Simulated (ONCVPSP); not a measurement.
**Cr, ONCV: configuration errors across variants**

Cr, optimised norm-conserving Vanderbilt (ONCV), made with ONCVPSP 4.0.1 (PBE, scalar-relativistic). Core [Ne], reference 3s2 3p6 3d5 4s1. Waves: 3s+4s: rc 1.70 bohr, ncon 3, nbas 7, qcut 6.8 1/bohr, 2 projectors; 3p: rc 0.95 bohr, ncon 4, nbas 8, qcut 8.5 1/bohr, 2 projectors, debl 1.1 Ha; 3d: rc 1.05 bohr, ncon 5, nbas 8, qcut 8.5 1/bohr, 2 projectors, debl 1.7 Ha. Local part: polynomial inside 0.85 bohr (lpopt 1, dvloc0 2 Ha). Core correction: polynomial model core, fcfact 0.75.

In the p channel the program set the typed energies aside and used -1.670, 0.250 Ha.

All-electron excitation energies from the reference (eV): (1) 3s2 3p6 3d5 4s0 6.902; (2) 3s2 3p6 3d4 4s0 22.954; (3) 3s2 3p6 3d4 4s1 7.988.

Errors AE − PS in meV (a dash: test not solved or not reliable):

```tsv
change	(1)	(2)	(3)	bound ghosts	GHOST(+) flags above zero
base	+0.4	+0.5	+3.0	none	d
d: rc 0.8; local potential polynomial inside 0.80 bohr (lpopt 1, dvloc0 2 Ha)	+0.6	+3.8	+5.6	none	d
d: rc 0.94	+0.5	+1.3	+3.6	none	d
d: rc 1.04	+0.4	+0.6	+3.0	none	d
d: rc 1.22	+0.5	+0.3	+3.1	none	none
d: rc 1.32	+0.7	+0.4	+3.6	none	none
```

Problem. Give the same row for: d: rc 1.48.

Solution. +1.2, +1.2, +5.3; bound ghosts: none; GHOST(+) flags above zero: none.
